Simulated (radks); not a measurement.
Valence configurations of Ar+ (all share [Ne]). Method: non-relativistic Kohn-Sham, PBE, spin-polarised, spherical densities, point nucleus; open shells are filled with parallel spins first; computed with a radial shooting solver on a logarithmic mesh with Libxc functionals. Energies are relative to 3s2 3p5; eigenvalues in eV for spin up.

valence,E (eV),moment (Bohr magnetons),e(3p),e(3s)
3s2 3p5,0.000,1,-22.618,-36.977
3s1 3p6,14.288,1,-23.213,-37.688
3s1.5 3p5.5,7.142,1,-22.916,-37.334

NIST lists [Ne] 3s2 3p5 as the ground configuration; this level of theory agrees among the configurations tried. The energies are those of spherical high-spin densities, not of single terms.
